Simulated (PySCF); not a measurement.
## Excitation energy of Ar(2+) by level of theory

Ar(2+) [Ne] 3s2 3p4 (3P) → Ar(2+) [Ne] 3s2 3p3 3d1 (5D), as a difference of total energies. Computed with PySCF 2.14 in aug-cc-pVTZ-DK, with scalar relativity by spin-free X2C-1e. Correlated levels: valence: [Ne] frozen. The calculations carry no spin-orbit coupling.

```json
{"method": "UHF", "excitation energy (eV)": "18.486"}
{"method": "MP2 (valence)", "excitation energy (eV)": "19.123"}
{"method": "SCS-MP2 (valence)", "excitation energy (eV)": "19.289"}
{"method": "CCSD (valence)", "excitation energy (eV)": "19.208"}
{"method": "CCSD(T) (valence)", "excitation energy (eV)": "19.236"}
```

Problem. How much does correlation contribute at CCSD(T) (valence)?

Solution. 19.236 − (18.486) = 0.750 eV, measured against UHF.

A first-order spin-orbit estimate (lowest level to lowest level, LS coupling) adds 0.061 eV.

The promoted electron is Rydberg-like, and one or two diffuse shells describe it only roughly, which tends to raise the upper state.
